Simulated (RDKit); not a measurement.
Input for RDKit: MMFF94 on CH5NSi (SMILES C[Si]N), a point of a torsion scan.

```python
from rdkit import Chem
from rdkit.Chem import AllChem, rdDetermineBonds

blocks = [
'''8

C     1.20449878   -0.14899875    0.14343987
Si   -0.34337336    0.95101605    0.43703544
N    -0.67538722    1.40417534   -1.18385954
H     1.49882837   -0.23016157   -0.90468503
H     2.05852529    0.24182698    0.69593948
H     1.02947884   -1.15817066    0.51538219
H    -0.14241286    1.11692976   -1.99508691
H    -1.44367560    2.00164061   -1.43712249
''',
]
mol = None
for b in blocks:
    f = Chem.MolFromXYZBlock(b)
    rdDetermineBonds.DetermineBonds(f, charge=0)
    mol = f if mol is None else Chem.CombineMols(mol, f)
Chem.SanitizeMol(mol)
print(Chem.MolToSmiles(Chem.RemoveHs(mol)))
ff = AllChem.MMFFGetMoleculeForceField(mol, AllChem.MMFFGetMoleculeProperties(mol), nonBondedThresh=100.0, ignoreInterfragInteractions=False)
e = ff.CalcEnergy()
print(f'MMFF94 energy {e:.6f} kcal/mol')
```

Output:

```
C[Si-]=[NH2+]
MMFF94 energy 3.646660 kcal/mol
```

The run finished.

Cost: about 0.020 core-seconds (a rough figure).
